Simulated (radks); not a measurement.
Results of a calculation; reference values are marked as such.
Sb V, configuration [Kr] 4d10 5s1.

Code: a radial shooting solver on a logarithmic mesh with Libxc functionals. Model: Dirac Kohn-Sham, HCTH/407, spin-unpolarised, spherical densities, point nucleus.

Energy parts (eV):
| part | energy |
|---|---|
| total | -176443.108 |
| kinetic | 186174.584 |
| electron-nucleus | -426390.443 |
| Hartree | 68500.225 |
| exchange-correlation | -4727.474 |

Orbitals (lengths in bohr, moments of r in powers of bohr; r(max) is where P^2 peaks):
[
 {"orbital": "1s1/2", "occ.": "2", "eigenvalue (eV)": "-30320.31", "r(max)": "0.01835", "<r>": "0.02843", "<r^4>": "3.130e-06"},
 {"orbital": "2s1/2", "occ.": "2", "eigenvalue (eV)": "-4655.849", "r(max)": "0.1038", "<r>": "0.1222", "<r^4>": "0.0005387"},
 {"orbital": "2p1/2", "occ.": "2", "eigenvalue (eV)": "-4360.915", "r(max)": "0.07982", "<r>": "0.1032", "<r^4>": "0.0003458"},
 {"orbital": "2p3/2", "occ.": "4", "eigenvalue (eV)": "-4109.078", "r(max)": "0.08443", "<r>": "0.1087", "<r^4>": "0.0004091"},
 {"orbital": "3s1/2", "occ.": "2", "eigenvalue (eV)": "-949.1686", "r(max)": "0.3000", "<r>": "0.3300", "<r^4>": "0.02371"},
 {"orbital": "3p1/2", "occ.": "2", "eigenvalue (eV)": "-828.3126", "r(max)": "0.2863", "<r>": "0.3205", "<r^4>": "0.02283"},
 {"orbital": "3p3/2", "occ.": "4", "eigenvalue (eV)": "-781.7219", "r(max)": "0.2967", "<r>": "0.3318", "<r^4>": "0.02602"},
 {"orbital": "3d3/2", "occ.": "4", "eigenvalue (eV)": "-568.0225", "r(max)": "0.2421", "<r>": "0.3027", "<r^4>": "0.02178"},
 {"orbital": "3d5/2", "occ.": "6", "eigenvalue (eV)": "-558.3091", "r(max)": "0.2451", "<r>": "0.3063", "<r^4>": "0.02270"},
 {"orbital": "4s1/2", "occ.": "2", "eigenvalue (eV)": "-192.7291", "r(max)": "0.7225", "<r>": "0.7892", "<r^4>": "0.7332"},
 {"orbital": "4p1/2", "occ.": "2", "eigenvalue (eV)": "-151.6969", "r(max)": "0.7451", "<r>": "0.8292", "<r^4>": "0.9402"},
 {"orbital": "4p3/2", "occ.": "4", "eigenvalue (eV)": "-143.0474", "r(max)": "0.7694", "<r>": "0.8575", "<r^4>": "1.075"},
 {"orbital": "4d3/2", "occ.": "4", "eigenvalue (eV)": "-77.6829", "r(max)": "0.8372", "<r>": "0.9975", "<r^4>": "2.322"},
 {"orbital": "4d5/2", "occ.": "6", "eigenvalue (eV)": "-76.3911", "r(max)": "0.8461", "<r>": "1.009", "<r^4>": "2.431"},
 {"orbital": "5s1/2", "occ.": "1", "eigenvalue (eV)": "-49.6960", "r(max)": "1.762", "<r>": "1.954", "<r^4>": "26.42"}
]

The highest occupied level is 5s1/2 at -49.696 eV. For comparison, the ionisation energy in NIST's Atomic Spectra Database is 55.0 eV (semi-empirical). In exact Kohn-Sham theory the highest level is minus the ionisation energy, but local and semilocal functionals leave it too shallow, through self-interaction and a potential that decays too fast; potentials with the right tail come closer.

Beside tabulated values, note that spin-unpolarised runs miss the spin-polarisation part of the exchange energy of open shells.
